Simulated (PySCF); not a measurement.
C4H10BrGa (SMILES C[CH2][Ga]([Br])[CH2]C), singlet, at a GFN2-xTB geometry (such geometries of metal compounds can be far from the true shape), with bond 6-3 at 1.4 times its length; CASSCF(4,5)/STO-3G (PySCF).

Input for PySCF:
```python
from pyscf import gto, scf, mcscf
import numpy

mol = gto.M(
    atom='''
Ga   -0.09151144    0.13475116   -0.45676038
Br    0.04431272   -0.16406154    1.84047835
C     1.11866915   -1.14166338   -1.56032559
C     1.89910082   -2.09345442   -0.65285910
H     1.80633683   -0.54091104   -2.16730006
H     0.24123094   -1.93266615   -2.54040066
H     1.22151547   -2.70954013   -0.05715797
H     2.53988600   -1.53898621    0.03669660
H     2.53130199   -2.75811674   -1.24246296
C    -1.40570915    1.63715420   -1.02195614
C    -1.49241622    1.81052348   -2.53816596
H    -1.08293049    2.57440087   -0.54843312
H    -2.39577548    1.40455527   -0.60662799
H    -1.83846127    0.89289707   -3.01663162
H    -0.51739739    2.06226504   -2.95858635
H    -2.18836132    2.60961026   -2.79644717
''',
    basis='sto-3g',
    verbose=4,
)

mf = scf.RHF(mol)
mf.kernel()
mc = mcscf.CASSCF(mf, 5, 4)
mc.fix_spin_(ss=0.0)
mc.conv_tol = 1e-5
mc.kernel()
occ = numpy.linalg.eigvalsh(mc.fcisolver.make_rdm1(mc.ci, mc.ncas, mc.nelecas))[::-1]
ss = mc.fcisolver.spin_square(mc.ci, mc.ncas, mc.nelecas)[0]
print('natural occupations', occ.round(4), ' <S^2>', round(ss, 4))
```

What the program printed (banner, timings and long lists left out):

```
PySCF version 2.14.0

[INPUT] verbose = 4
[INPUT] num. atoms = 16
[INPUT] num. electrons = 100
[INPUT] charge = 0
[INPUT] spin (= nelec alpha-beta = 2S) = 0
[INPUT] symmetry False subgroup None
[INPUT] Mole.unit = angstrom
[INPUT] Symbol           X                Y                Z      unit          X                Y                Z       unit  Magmom
[...]
nuclear repulsion = 721.088745193161
number of shells = 38
number of NR pGTOs = 198
number of NR cGTOs = 66
basis = sto-3g
ecp = {}

******** <class 'pyscf.scf.hf.RHF'> ********
method = RHF
initial guess = minao
damping factor = 0
level_shift factor = 0
DIIS = <class 'pyscf.scf.diis.CDIIS'>
diis_start_cycle = 1
diis_space = 8
diis_damp = 0
SCF conv_tol = 1e-09
SCF conv_tol_grad = None
SCF max_cycles = 50
direct_scf = True
direct_scf_tol = 1e-13
Set gradient conv threshold to 3.16228e-05
Initial guess from minao.
init E= -4594.85884548802
[...]
cycle= 1 E= -4600.77714142109  delta_E= -5.92  |g|= 0.537  |ddm|= 4.44
[...]
cycle= 2 E= -4600.96013040278  delta_E= -0.183  |g|= 0.137  |ddm|= 1.42
[...]
cycle= 3 E= -4600.96996565778  delta_E= -0.00984  |g|= 0.0384  |ddm|= 0.291
[...]
cycle= 4 E= -4600.9710404104  delta_E= -0.00107  |g|= 0.0147  |ddm|= 0.112
[...]
cycle= 5 E= -4600.97116689039  delta_E= -0.000126  |g|= 0.0039  |ddm|= 0.0363
[...]
cycle= 6 E= -4600.97118667191  delta_E= -1.98e-05  |g|= 0.00221  |ddm|= 0.0148
[...]
cycle= 7 E= -4600.97119765669  delta_E= -1.1e-05  |g|= 0.00119  |ddm|= 0.0142
[...]
cycle= 8 E= -4600.97120195523  delta_E= -4.3e-06  |g|= 0.000793  |ddm|= 0.00871
[...]
cycle= 9 E= -4600.97120455275  delta_E= -2.6e-06  |g|= 0.000594  |ddm|= 0.00684
[...]
cycle= 10 E= -4600.97120643017  delta_E= -1.88e-06  |g|= 0.000463  |ddm|= 0.0061
[...]
cycle= 11 E= -4600.9712084269  delta_E= -2e-06  |g|= 0.000278  |ddm|= 0.00957
[...]
cycle= 12 E= -4600.97120921051  delta_E= -7.84e-07  |g|= 0.000158  |ddm|= 0.00747
[...]
cycle= 13 E= -4600.97120934011  delta_E= -1.3e-07  |g|= 0.000133  |ddm|= 0.0018
[...]
cycle= 14 E= -4600.97120951374  delta_E= -1.74e-07  |g|= 8.28e-05  |ddm|= 0.00289
[...]
cycle= 15 E= -4600.97120960048  delta_E= -8.67e-08  |g|= 2.7e-05  |ddm|= 0.00308
[...]
cycle= 16 E= -4600.97120960527  delta_E= -4.8e-09  |g|= 1.47e-05  |ddm|= 0.000666
[...]
cycle= 17 E= -4600.97120960596  delta_E= -6.84e-10  |g|= 1.14e-05  |ddm|= 0.000135
[...]
Extra cycle  E= -4600.97120960624  delta_E= -2.82e-10  |g|= 1.01e-05  |ddm|= 3.95e-05
converged SCF energy = -4600.97120960624

******** <class 'pyscf.mcscf.mc1step.CASSCF'> ********
CAS (2e+2e, 5o), ncore = 48, nvir = 13
max_cycle_macro = 50
max_cycle_micro = 4
conv_tol = 1e-05
conv_tol_grad = None
orbital rotation max_stepsize = 0.02
orbital rotation threshold for CI restart = 0.01
augmented hessian ah_max_cycle = 30
augmented hessian ah_conv_tol = 1e-12
augmented hessian ah_linear dependence = 1e-14
augmented hessian ah_level shift = 1e-08
augmented hessian ah_start_tol = 2.5
augmented hessian ah_start_cycle = 3
augmented hessian ah_grad_trust_region = 3
kf_trust_region = 3
kf_interval = 4
ci_response_space = 4
ci_grad_trust_region = 3
with_dep4 0
natorb = False
canonicalization = True
sorting_mo_energy = False
ao2mo_level = 2
internal_rotation = False
******** <class 'pyscf.fci.addons.SpinPenaltyFCISolver'> ********
max. cycles = 50
conv_tol = 1e-08
davidson only = True
linear dependence = 1e-12
level shift = 0.001
max iter space = 12
nroots = 1
pspace_size = 400
spin = None
CASCI E = -4600.97241106592  S^2 = 0.0000000
Set conv_tol_grad to 0.00316228
macro iter   1 ( 21 JK    4 micro), CASSCF E = -4600.97456927089  dE = -2.15820496e-03  S^2 = 0.0000000
               |grad[o]|=0.0117  |grad[c]|=0.0558  |ddm|=0.0734  |maxRot[o]|=0.229
macro iter   2 ( 21 JK    4 micro), CASSCF E = -4600.97812715928  dE = -3.55788840e-03  S^2 = 0.0000000
               |grad[o]|=0.0488  |grad[c]|=0.102  |ddm|=0.0801  |maxRot[o]|=0.149
[...]
macro iter  10 (  7 JK    2 micro), CASSCF E = -4601.05454346756  dE = -3.27319792e-04  S^2 = 0.0000000
               |grad[o]|=0.00335  |grad[c]|=0.00306  |ddm|=0.0111  |maxRot[o]|=0.0698
macro iter  11 (  7 JK    2 micro), CASSCF E = -4601.05511023087  dE = -5.66763316e-04  S^2 = 0.0000000
               |grad[o]|=0.00348  |grad[c]|=0.0042  |ddm|=0.00956  |maxRot[o]|=0.0698
macro iter  12 (  7 JK    2 micro), CASSCF E = -4601.05607672745  dE = -9.66496576e-04  S^2 = 0.0000000
               |grad[o]|=0.00384  |grad[c]|=0.00755  |ddm|=0.00961  |maxRot[o]|=0.0698
macro iter  13 (  7 JK    2 micro), CASSCF E = -4601.05775678128  dE = -1.68005383e-03  S^2 = 0.0000000
               |grad[o]|=0.00521  |grad[c]|=0.00929  |ddm|=0.011  |maxRot[o]|=0.0651
macro iter  14 (  7 JK    2 micro), CASSCF E = -4601.05984056187  dE = -2.08378059e-03  S^2 = 0.0000000
               |grad[o]|=0.00761  |grad[c]|=0.00424  |ddm|=0.00952  |maxRot[o]|=0.0698
macro iter  15 ( 21 JK    4 micro), CASSCF E = -4601.06392907391  dE = -4.08851204e-03  S^2 = 0.0000000
               |grad[o]|=0.0102  |grad[c]|=0.0229  |ddm|=0.0115  |maxRot[o]|=0.123
macro iter  16 ( 21 JK    4 micro), CASSCF E = -4601.06518150281  dE = -1.25242890e-03  S^2 = 0.0000000
               |grad[o]|=0.0125  |grad[c]|=0.0197  |ddm|=0.0114  |maxRot[o]|= 0.13
macro iter  17 ( 21 JK    4 micro), CASSCF E = -4601.06590027818  dE = -7.18775377e-04  S^2 = 0.0000000
               |grad[o]|=0.0123  |grad[c]|=0.0187  |ddm|=0.0125  |maxRot[o]|=0.0514
macro iter  18 ( 21 JK    4 micro), CASSCF E = -4601.06752274684  dE = -1.62246865e-03  S^2 = 0.0000000
               |grad[o]|=0.0123  |grad[c]|=0.00694  |ddm|=0.00916  |maxRot[o]|=0.0524
macro iter  19 ( 21 JK    4 micro), CASSCF E = -4601.06890727277  dE = -1.38452593e-03  S^2 = 0.0000000
               |grad[o]|=0.0109  |grad[c]|=0.00472  |ddm|=0.00795  |maxRot[o]|=0.0457
macro iter  20 ( 21 JK    4 micro), CASSCF E = -4601.06993733026  dE = -1.03005749e-03  S^2 = 0.0000000
               |grad[o]|=0.00901  |grad[c]|=0.00408  |ddm|=0.00904  |maxRot[o]|=0.0406
macro iter  21 ( 21 JK    4 micro), CASSCF E = -4601.07055959247  dE = -6.22262210e-04  S^2 = 0.0000000
               |grad[o]|=0.00661  |grad[c]|=0.00446  |ddm|=0.00341  |maxRot[o]|=0.0737
macro iter  22 ( 16 JK    3 micro), CASSCF E = -4601.07097326483  dE = -4.13672354e-04  S^2 = 0.0000000
               |grad[o]|=0.00433  |grad[c]|=0.00334  |ddm|=0.00289  |maxRot[o]|=0.0803
macro iter  23 ( 21 JK    4 micro), CASSCF E = -4601.07118176647  dE = -2.08501639e-04  S^2 = 0.0000000
               |grad[o]|=0.00206  |grad[c]|=0.00387  |ddm|=0.00159  |maxRot[o]|=0.276
macro iter  24 ( 11 JK    2 micro), CASSCF E = -4601.07118538626  dE = -3.61979710e-06  S^2 = 0.0000000
               |grad[o]|=0.00164  |grad[c]|=0.000864  |ddm|=0.000885  |maxRot[o]|=0.0381
macro iter  25 (  6 JK    1 micro), CASSCF E = -4601.07119558881  dE = -1.02025506e-05  S^2 = 0.0000000
               |grad[o]|=0.00132  |grad[c]|=0.00027  |ddm|=0.00056  |maxRot[o]|=0.024
macro iter  26 (  6 JK    1 micro), CASSCF E = -4601.07120670846  dE = -1.11196468e-05  S^2 = 0.0000000
               |grad[o]|=0.000832  |grad[c]|=0.000573  |ddm|=0.00142  |maxRot[o]|=0.0438
macro iter  27 (  4 JK    1 micro), CASSCF E = -4601.07121048963  dE = -3.78116965e-06  S^2 = 0.0000000
               |grad[o]|=0.000359  |grad[c]|=0.000351  |ddm|=0.00092  |maxRot[o]|=0.0296
macro iter  28 (  3 JK    1 micro), CASSCF E = -4601.07121085721  dE = -3.67576831e-07  S^2 = 0.0000000
               |grad[o]|=0.000326  |grad[c]|=7.84e-05  |ddm|=0.000151  |maxRot[o]|=0.00444
1-step CASSCF converged in  28 macro (412 JK  84 micro) steps
CASSCF canonicalization
Density matrix diagonal elements [1.7937731  1.12167227 0.99693577 0.06960196 0.0180169 ]
CASSCF energy = -4601.07121085721
CASCI E = -4601.07121085721  E(CI) = -4.40358966404892  S^2 = 0.0000000
natural occupations [1.9631e+00 1.0052e+00 9.9480e-01 3.6100e-02 8.0000e-04]  <S^2> 0.0
```
